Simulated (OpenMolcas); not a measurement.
# Yb3+: ligand-field states by method

Yb3+ with 2 ligands (fluoride) in linear coordination (D∞h) at 1.92 Å. Ligand basis ANO-RCC-VDZP.

```yaml
Program: OpenMolcas 26.06
Basis: ANO-RCC-VDZP [7s6p4d2f1g]
Scalar_Hamiltonian: DKH2, point nucleus
Active_space: 13 electrons in 7 orbitals (4f)
State_averaging: 2S+1 = 2 odd, 7 roots
Spin-orbit_coupling: state interaction with AMFI integrals over the reference wave functions
```

I. CASSCF
II. SS-CASPT2, IPEA 0.25 Eh, imaginary shift 0.1 Eh (closed shells correlated: 5s 5p and the ligand valence shells)

Spin-free states (labels by Λ) in cm-1, each column counted from its own energy of the first state listed:

```csv
State,Degeneracy,I,II
2Σ,1,0,0
2Π,2,1486,2330
2Δ,2,2777,4210
2Φ,2,4019,5420
```

From I to II, I's first state of the same spin (2Π) moves from 1486 to 2330 cm-1, by about +850 cm-1.

With spin-orbit coupling the lowest J multiplet is 3470 (I), 4575 (II) cm-1 wide, a factor of 1.32 from I to II.

χT at 300 K: I 1.74, II 1.60 cm3 K/mol.

Without dynamic correlation the ligand-field splitting of an f shell can come out too small, at times by half (holds for I). Splittings of an f shell from a small cluster at a set distance can be off by tens of per cent, mostly too small (holds for II). No measured value stands beside these numbers; the geometry is a model, was not optimised and need not be the one that this ion takes.
